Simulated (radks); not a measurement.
The promethium ion Pm2+ inside a hard spherical wall (all orbitals vanish at R), configuration held at [Xe] 4f5 and not refilled when levels cross. All-electron calculation, scalar-relativistic Kohn-Sham, LDA (Slater exchange, Perdew-Wang correlation), spin-unpolarised, spherical densities, finite nucleus; Fermi nuclear charge, rms radius 4.962 fm. Program: a radial shooting solver on a logarithmic mesh with Libxc functionals. Eigenvalues in eV, with the zero of energy where the potential of the charges vanishes at infinity; a dash marks a level that is unbound or too diffuse for the functional's potential to be trusted. A positive occupied level is held by the wall or, in an anion where self-interaction has pushed it up, behind a barrier. The pressure on the wall is -dE/dV.

R (bohr)  E (hartree)  kinetic (hartree)    e(4d)    e(5s)    e(5p)    e(4f)  e(5d, empty)  e(6s, empty)  pressure (GPa)
free      -10012.2954          10675.262  -135.77  -55.267  -35.954  -15.479       -13.754       -13.599               0
20        -10012.2954          10675.262  -135.77  -55.267  -35.954  -15.479       -13.754       -13.599        < 0.0001
15        -10012.2954          10675.262  -135.77  -55.267  -35.954  -15.479       -13.754       -13.599        < 0.0001
12        -10012.2954          10675.262  -135.77  -55.267  -35.954  -15.479       -13.754       -13.599        < 0.0001
10        -10012.2954          10675.262  -135.77  -55.267  -35.954  -15.479       -13.754       -13.596        < 0.0001
5         -10012.2887          10675.327  -135.47  -55.055  -35.755  -15.194       -13.006       -10.801            1.40
4         -10012.2272          10675.840  -134.13  -54.094  -34.754  -13.937       -10.613        -3.573            23.9
3.5       -10012.0671          10676.973  -131.95  -52.476  -32.940  -11.868        -7.163         5.987             106
2.5       -10009.5845          10689.867  -115.95  -38.553  -16.124    3.692        18.519        70.942            2570
2         -10002.3103          10719.910  -91.956   -9.373   19.095   28.631        65.573        180.79           15800
1.5        -9969.6958          10836.537  -32.313   99.685   144.19   95.277        212.61        498.11          140000
